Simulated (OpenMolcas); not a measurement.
**4d ions of charge +5 along the row**

```json
{
  "Program": "OpenMolcas",
  "Method": "SS-CASPT2, IPEA 0.25 Eh, imaginary shift 0.1 Eh",
  "Basis": "ANO-RCC-VTZP",
  "Scalar Hamiltonian": "DKH2, point nucleus",
  "Spin-orbit coupling": "RASSI with atomic mean-field integrals over the reference wave functions, term energies averaged over their components"
}
```

Active space: the 4d shell; CASPT2 also correlates the outermost closed s and p core shells.

B and C come from two terms' centres of gravity (d2, d8: 3P = 15B, 1G = 12B + 2C; d3, d7: 4P = 15B, 2G = 4B + 3C; d4, d6: 3G = 9B + 4C, 3H = 4B + 4C; d5: 4D = 17B + 5C, 4G = 10B + 5C, above the ground term), where all their levels are at least 80 % pure. ζ = ±2S·A comes from the whole width of the ground multiplet by E(J) = (A/2) J(J+1), where its levels are at least 85 % pure. Energies in cm-1.

```json
{"Ion": "Tc5+", "Configuration": "4d²", "Lowest level": "³F₂", "Weight (%)": "98", "B": "835", "C": "3357", "ζ": "1258", "ζ measured": ""}
{"Ion": "Ru5+", "Configuration": "4d³", "Lowest level": "⁴F_3/2", "Weight (%)": "98", "B": "", "C": "", "ζ": "1434", "ζ measured": ""}
{"Ion": "Rh5+", "Configuration": "4d⁴", "Lowest level": "⁵D₀", "Weight (%)": "96", "B": "", "C": "", "ζ": "1820", "ζ measured": ""}
{"Ion": "Pd5+", "Configuration": "4d⁵", "Lowest level": "⁶S_5/2", "Weight (%)": "98", "B": "", "C": "", "ζ": "", "ζ measured": ""}
{"Ion": "Ag5+", "Configuration": "4d⁶", "Lowest level": "⁵D₄", "Weight (%)": "97", "B": "", "C": "", "ζ": "2082", "ζ measured": "2152"}
```

Measured columns use the levels in the list in Gamrath, thesis, University of Mons (2023) (Ag5+).

The computed ζ goes from 1258 (Tc5+) to 2082 cm-1 (Ag5+), a factor of 1.66, rising at every step.

CASPT2 does not keep the components of a term degenerate, so their means are used; among the low terms the widest spread is 590 cm-1 (4d³ ⁴F, Ru5+). Terms from blocks run as CI alone lack orbitals of their own. The CASPT2 spread within a term exceeds the gap to the next term for 4d³ ²P and 4d³ ²H, so the order of their levels is uncertain (holds for Ru5+). Computed and measured levels are paired by configuration, term and J; levels that our copy of the source lacks, or whose pairing is in doubt (as where it misses far off the trend of its configuration), stay unpaired and out of the deviations. Only configurations of the active space appear.
